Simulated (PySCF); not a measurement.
**Working out the excitation energy of Si**

Si [Ne] 3s2 3p2 (3P) → Si [Ne] 3s2 3p1 4s1 (3P). Computed with PySCF 2.14 in aug-cc-pVTZ-DK (6s5p3d2f, 50 functions), with scalar relativity by spin-free X2C-1e. Frozen: [Ne]. Energies in hartree (1 hartree = 27.21139 eV):

```tsv
part	Si (lower)	Si (upper)
UHF	-289.459178	-289.280660
MP2 opposite-spin	-0.046672	-0.042869
MP2 same-spin	-0.009955	-0.006891
```

Q: What does Hartree-Fock give?

A: (-289.280660) − (-289.459178) = 0.178518 hartree = 4.858 eV.

Q: What do MP2 and SCS-MP2 (6/5 opposite-spin, 1/3 same-spin) give?

A: The opposite-spin parts differ by 0.103 eV and the same-spin parts by 0.083 eV. MP2: 4.858 + (0.103) + (0.083) = 5.044 eV. SCS-MP2: 4.858 + 1.2 × (0.103) + (0.083)/3 = 5.009 eV.
